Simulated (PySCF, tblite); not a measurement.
Question: Give a GFN2-xTB geometry of `C#C[C@@H]1[SiH2]OC[C@H]1C`.

Answer: 
```xyz
18
C6H10OSi angstrom
C      1.7437    2.5411   -0.2653
C      0.9186    1.7088   -0.5120
C     -0.0588    0.6854   -0.7666
Si    -1.8583    1.0556   -0.2049
O     -2.1470   -0.4752    0.2880
C     -1.0780   -1.3745    0.1023
C      0.2416   -0.6006    0.0251
C      1.3655   -1.4240   -0.5871
H      2.4584    3.2808   -0.0619
H     -0.0488    0.4566   -1.8389
H     -1.9490    1.9571    0.9357
H     -2.7286    1.3988   -1.3245
H     -1.2476   -1.9327   -0.8262
H     -1.0848   -2.0807    0.9370
H      0.5222   -0.3084    1.0431
H      2.2771   -0.8319   -0.6305
H      1.1072   -1.7355   -1.5979
H      1.5579   -2.3143    0.0082
```

Any rigid rotation of these coordinates is as good. Atoms count from 1 in this order. Si4 (oxygen-bound silicon) has angles from 94.2° to 114.7°. The 5-membered ring C3–Si4–O5–C6–C7 has internal angles of 94.2° to 115.1° (sum 526°, against 540° for a flat polygon); it is puckered, 0.16 Å rms from its mean plane, widest ring torsion 38°. O5 (silyl ether oxygen) is bent (angle 115.1°). The 5 C–C bonds span 1.198 Å (C1≡C2, drawn triple) to 1.540 Å (C3–C7, drawn single), a spread of 0.342 Å.

Bonds between heavy atoms (Å): C1≡C2 1.198, C2–C3 1.438, C3–Si4 1.921, Si4–O5 1.634, O5–C6 1.409, C6–C7 1.532, C7–C8 1.522, C3–C7 1.540.

Computed geometry: GFN2-xTB, gas phase.

Point group: C1 (no symmetry element, even within 0.4 Å). Its GFN2-xTB frequencies are all real (lowest 70 cm⁻¹). The numbers are those of one conformer (C2–C3–Si4–O5 -142°, C3–Si4–O5–C6 -1°, Si4–O5–C6–C7 23°, O5–C6–C7–C8 -162°).
